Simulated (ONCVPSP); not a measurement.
oxygen: ONCV pseudisation with Wu-Cohen, scalar-relativistic reference atom.

| Item | Value |
| --- | --- |
| Element | oxygen (O) |
| Generator | ONCVPSP 4.0.1 |
| Type | optimised norm-conserving Vanderbilt (ONCV) |
| Functional | Wu-Cohen |
| Relativity | scalar-relativistic |
| Frozen core | [He] |
| Valence charge | 6 |
| Reference configuration | 2s2 2p4 |
| Partial waves | 2s: rc 0.75 bohr, ncon 5, nbas 9, qcut 7.4 1/bohr, 1 projector; 2p: rc 2.00 bohr, ncon 3, nbas 7, qcut 7.5 1/bohr, 2 projectors, debl 3.2 Ha |
| Local potential | polynomial inside 0.70 bohr (lpopt 5, dvloc0 2 Ha) |
| Core correction | polynomial model core, fcfact 0.55 |

All-electron outer shells of the reference configuration (Wu-Cohen, scalar-relativistic, ld1.x):

```tsv
shell	level (eV)	outermost node (bohr)	outermost maximum (bohr)
1s	-513.83	–	0.13
2s	-23.83	0.28	0.87
2p	-9.00	–	0.82
```

Task: Estimate the cutoffs (Ha) at which the residual kinetic energy of the hardest occupied pseudo-wave falls to 1 and 0.1 mHa per electron.

Result: 83 Ha and 310 Ha.

Task: What does a ghost test show?

Result: No bound ghost flagged; no localised positive-energy state flagged.

Task: Which valence shell sets the plane-wave cutoff?

Result: 2s: 83 Ha for 1 mHa per electron, against 18 Ha for 2p.

Task: Tests: 2s2 2p3; 2s2 2p2; 2s2 2p1; 2s1 2p5. Which has the largest error in its energy relative to the reference configuration, and how large is it?

Result: 2s2 2p1, with +2607 meV (all-electron minus pseudo) on +103.82 eV.
